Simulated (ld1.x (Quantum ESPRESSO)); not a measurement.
## u(r) = r·R(r): atom against pseudo-atom (calcium (Ca))

Columns: radius, all-electron u(r) and pseudo u(r) of the 4p shell (level -1.58 eV) of calcium in the configuration [Ar] 3d0 4s1.75 4p0.25; PW91, scalar-relativistic, TM scheme, ld1.x (Quantum ESPRESSO) 7.5.

| r (bohr) | all-electron | pseudo |
| --- | --- | --- |
| 0.192 | 0.1015 | 0.0017 |
| 0.385 | 0.0169 | 0.0070 |
| 0.578 | -0.1018 | 0.0158 |
| 0.770 | -0.1683 | 0.0280 |
| 0.962 | -0.1784 | 0.0438 |
| 1.155 | -0.1477 | 0.0633 |
| 1.348 | -0.0936 | 0.0863 |
| 1.540 | -0.0293 | 0.1127 |
| 1.732 | 0.0377 | 0.1423 |
| 1.925 | 0.1029 | 0.1749 |
| 2.118 | 0.1636 | 0.2097 |
| 2.310 | 0.2183 | 0.2457 |
| 2.502 | 0.2670 | 0.2820 |
| 2.695 | 0.3101 | 0.3174 |
| 2.888 | 0.3474 | 0.3505 |
| 3.080 | 0.3791 | 0.3802 |
| 3.272 | 0.4054 | 0.4057 |
| 3.465 | 0.4267 | 0.4267 |
| 3.658 | 0.4429 | 0.4429 |
| 3.850 | 0.4545 | 0.4545 |
| 4.043 | 0.4620 | 0.4620 |
| 4.235 | 0.4657 | 0.4657 |
| 4.428 | 0.4659 | 0.4659 |
| 4.620 | 0.4632 | 0.4632 |
| 4.812 | 0.4578 | 0.4578 |
| 5.005 | 0.4502 | 0.4502 |

How many radial nodes do the two functions have?

The all-electron 4p function has n − l − 1 = 2; the pseudo-wave has 0, since the states of the same l below it are removed with the core.

At about which radius was the pseudo-wave matched?

3.85 bohr. The columns agree to 0.0005 from 3.27 bohr on; several derivatives are matched, so the curves merge somewhat inside the radius.

Is the pseudo-wave norm-conserving?

Yes: the TM scheme keeps the norm inside the radius equal to the all-electron one, which fixes the energy derivative of the logarithmic derivative at the level.
